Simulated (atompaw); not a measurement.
PBE PAW (atompaw) dataset for cerium, scalar-relativistic all-electron reference.

* Element: Ce
* Generator: atompaw 4.2.0.5
* Type: PAW
* Functional: PBE
* Relativity: scalar-relativistic
* Frozen core: [Kr] 4d10
* Valence charge: 12
* Reference configuration: 4f1 5s2 5p6 5d2 6s1 6p0
* Partial waves: 5s (bound): rc 2.90 bohr; 6s (bound): rc 3.00 bohr; 5p (bound): rc 2.25 bohr; 6p (bound, empty): rc 3.00 bohr; 5d (bound): rc 3.00 bohr; 5d channel at 1.05 Ry: rc 3.00 bohr; 4f (bound): rc 1.50 bohr; 4f channel at 0.6 Ry: rc 1.50 bohr
* Local potential: troulliermartins scheme with l = 4 at 0 Ry, radius 2.20 bohr
* Core correction: smooth core density matched at 2.40 bohr
* Augmentation charge: sinc compensation charge, radius 2.90 bohr; PAW radius 3.00 bohr; waves and projectors: custom polynom gramschmidtortho

Calculated quality:

```json
{"Cutoffs needed": "50 Ry and 90 Ry (the cutoffs (Ry, on a coarse ladder) from which the occupation-weighted sum of valence levels, in a spherical-Bessel basis at the reference potential, stays within 10 and 1 mRy of its value at 400 Ry)", "Ghost test": "no extra level below or beside the all-electron valence levels (s, p, d, f tested) (spherical-Bessel basis up to 400 Ry, 20 bohr box)", "Lowest eigenvalue of the overlap operator": "0.64 (p channel)", "Overlap eigenvalues printed by atompaw (projector basis)": "0.0893, 0.698, 0.799, 1.32, 13.2, 42.1, 123, 568", "Share of each valence orbital outside the PAW sphere": "5s 1 %, 6s 85 %, 5p 4 %, 6p 96 %, 5d 45 %, 4f 2 %"}
```

Generation and tests took about 50 s on one core of a shared server CPU.
